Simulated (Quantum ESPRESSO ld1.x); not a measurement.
The numbers below are computed, except where a source is named.
Q: Coherent X-ray form factor from a spherical all-electron density. Level of theory: Dirac Kohn-Sham, PBEsol, spin-unpolarised, spherical densities, point nucleus (ld1.x of Quantum ESPRESSO 7.5).

sin(theta)/lambda (1/angstrom)  f0 (electrons)
0.05                                    55.632
0.1                                     54.561
0.15                                    52.886
0.2                                     50.744
0.25                                    48.294
0.3                                     45.686
0.4                                     40.470
0.5                                     35.716
0.6                                     31.623
0.8                                     25.295
1                                       20.973
1.25                                    17.534
1.5                                     15.250
2                                       11.614

The species is in the configuration that NIST lists as its ground one. Which atom or ion scatters so?

A: The gadolinium ion Gd8+, [Kr] 4d10 4f6 5s2 5p2. Extrapolating in s^2 from the first two rows gives f0(0) = 56.0, near the electron count 56; among species with that count, the fall with angle is slower the higher Z, and the table is that of Z = 64; from so few rows the species is fixed only to a neighbour or two.
